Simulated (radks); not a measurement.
Spherical jellium clusters: N electrons in a uniform positive sphere of charge N and radius rs N^(1/3), rs = 3.1 bohr. Method: non-relativistic Kohn-Sham, LDA (Slater exchange, Perdew-Wang correlation), spin-polarised, spherical densities; computed with a radial shooting solver with Libxc functionals. Levels are named by radial order and angular momentum (1s, 1p, 1d, 2s, ...), and open shells are averaged over m.

N = 5, configuration 1s2 1p(up 3, down 0). This is the lowest configuration that the search found. Occupied and some empty levels:

| level | occupation | eigenvalue (eV) | <r> (bohr) |
|---|---|---|---|
| 1s up | 1 | -5.9614 | 3.764 |
| 1s down | 1 | -5.0168 | 3.763 |
| 1p up | 3 | -3.4943 | 4.896 |
| 1p down | 0 | -2.5748 | 5.133 |
| 2s up | 0 | -1.0177 | 7.494 |
| 1d up | 0 | -0.98548 | 6.509 |
| 2s down | 0 | -0.66524 | 8.475 |
| 1d down | 0 | -0.35967 | 7.602 |

Energy (eV): total -6.88895, kinetic 13.392, external -145.02, Hartree 68.883, exchange-correlation -21.145, background 77.000.
